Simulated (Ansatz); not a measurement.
Al(NHMe)(OH)2 (CH₆AlNO₂), SMILES C[NH][Al]([OH])[OH].

Geometry: B3LYP-D3(BJ)/def2-SVP. The structure was generated by enumeration; whether it is a known compound was not checked. The values are those of a single conformer.

Two levels are set side by side: PBE/def2-SVPD (Ansatz, a quantum-chemistry and plane-wave program) and CAM-B3LYP/def2-SVPD (Ansatz). Energy differences of separate SCF runs at the same geometry; the states with an electron removed or added have multiplicity 2 and 2. Differences are taken from unrounded values.

| quantity | PBE |
|---|---|
| vertical ionisation energy (eV) | 8.75 |
| vertical singlet–triplet gap (eV) | 4.57 |

**Question.** These are the PBE values. What does CAM-B3LYP give? (The exact figures need the calculation; the answer reports its results.)

**Answer.** 
| quantity | CAM-B3LYP | PBE minus CAM-B3LYP |
|---|---|---|
| vertical ionisation energy (eV) | 9.06 | -0.31 |
| vertical singlet–triplet gap (eV) | 5.04 | -0.47 |
